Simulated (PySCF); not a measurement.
**C6H10N2Si: full NMR table**

* Formula: C6H10N2Si
* SMILES: N[SiH2]Nc1ccccc1
* Point group of the computed structure: C1
* Degrees of unsaturation: 4
* Carbon signals: 4
* Proton signals: 6

Numbering as in the mapped SMILES `[NH2:1][SiH2:2][NH:3][c:4]1[cH:5][cH:6][cH:7][cH:8][cH:9]1` (H(Xn): hydrogen on atom n).

Theoretical values (PySCF): geometry: GFN2-xTB, GIAO PBE0/pcSseg-1 shieldings. One conformer, equivalent nuclei averaged, no solvent, non-relativistic Hamiltonian.

Referencing at the same level of theory: TMS for ¹H and ¹³C and ²⁹Si; ¹⁵N vs NH3.

| carbon | δC, type | δH (multiplicity) | HMBC from (2–3 bonds) | span of the C tensor (ppm) |
| --- | --- | --- | --- | --- |
| C4 | 151.6, C | – | H(C6)/H(C8), H(C5)/H(C9), H(Si2) | 209 |
| C5/C9 | 118.0, CH | 6.70 (d) | H(C6)/H(C8), H(C7), H(C5)/H(C9) | 183 |
| C6/C8 | 135.0, CH | 7.43 (m) | H(C6)/H(C8), H(C7), H(C5)/H(C9) | 236 |
| C7 | 122.0, CH | 6.92 (t) | H(C6)/H(C8), H(C5)/H(C9) | 219 |

Other nuclei:
```
 atoms  nucleus                           environment  δ (ppm)  σ (ppm)
H(Si2)       ¹H   hydrogen on a silicon bonded to 2 N     5.52    26.20
 H(N3)       ¹H  hydrogen on an aniline-type nitrogen     3.05    28.67
 H(N1)       ¹H   hydrogen on a nitrogen bonded to Si     0.12    31.60
   Si2     ²⁹Si            silicon bonded to 2 N, 2 H    -39.0    388.1
    N3      ¹⁵N                 aniline-type nitrogen     78.6    189.1
    N1      ¹⁵N            nitrogen bonded to Si, 2 H      6.0    261.7
```

Carbon types of the structure: 1 × C, 5 × CH, leaving 5 H on heteroatoms. δC 151.6: aromatic carbon bearing nitrogen; the electronegative substituent deshields the carbon that carries it. δC 135.0, 122.0, 118.0: aromatic CH. δH 7.43, 6.92, 6.70: hydrogen on an aromatic CH. δH 3.05: hydrogen on an aniline-type nitrogen; labile proton, position sensitive to the medium. δH 0.12: hydrogen on a nitrogen bonded to Si; labile proton, position sensitive to the medium.

The OH or NH signal is concentration- and solvent-dependent in practice; the value given is the gas-phase one. Shifts are as computed. Against solution values, carbons near 30 ppm lie about +3 ppm off and those near 130 ppm about +5 ppm. Of 1309 compounds with measured shifts, 239 miss one by over three times the rms of a fit or turn the order of signals round; such compounds aren't used in these exercises. Experimental scales use liquid or dissolved standards, which lie at an offset from isolated NH3 (liquid NH3: subtract about 20 ppm). Multiplicities follow the n + 1 count of equivalent neighbours, as no J values were calculated; m marks all less simple cases, F and P coupling included.
